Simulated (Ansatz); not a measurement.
Species: CH$_{4}$OSi, charge 0, singlet. A triplet may lie lower; no result for it is given here. CH4OSi (SMILES C[Si]O).
B3LYP-D3(BJ)/def2-TZVP minimum from Ansatz (a first-principles code):
```xyz
7

Si     0.3942    -0.2940     0.4695
C      0.3471     1.3968    -0.3882
H     -0.6173     1.8823    -0.2029
H      0.4364     1.2676    -1.4724
H      1.1445     2.0594    -0.0472
O     -0.9281    -0.9524    -0.3092
H     -1.1402    -1.8544    -0.0485
```

Total energies in cc-pV(D+d)Z, 18 correlated electrons, 7 frozen orbitals. UHF or UKS for unpaired electrons; spin-orbit terms are left out. Cores are frozen in correlated methods. No relativity. The restricted determinant of CH4OSi (C[Si]O, singlet) is unstable towards broken spin symmetry in at least one set run.

```csv
method,program,energy (Eh),minus CCSDT(Q) (mEh)
HF,Ansatz,-404.00437,468.29
MP2,Ansatz,-404.42298,49.68
CCSD,Ansatz,-404.45849,14.18
CCSD(T),Ansatz,-404.47058,2.08
CCSDT(Q),Ansatz,-404.47266,0.00
```

Rough core times of Ansatz's runs on a shared machine: CCSD(T) under 20 s, CCSDT(Q) 4 min.
